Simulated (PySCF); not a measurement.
dimethyl(silyl)silane (C2H10Si2), SMILES C[SiH](C)[SiH3].

Geometry: r2SCAN-D4/def2-SVP.

Method: PBE/def2-TZVP in PySCF.

Gas-phase values at a fixed geometry.

Estimate the frontier levels, gap, dipole moment and polarisability. (An estimate is asked for; the answer gives what the named calculation found.)


highest occupied level: -6.63 eV
lowest empty level: -0.43 eV
orbital gap: 6.20 eV
dipole moment: 1.19 D
quadrupole, principal values (traceless, Buckingham form, about the centre of nuclear charge): -1.61, -0.04, 1.65 D·Å
mean static polarisability: 86.1 bohr³ (12.76 Å³)
polarisability, principal values: 75.2, 84.8, 98.4 bohr³
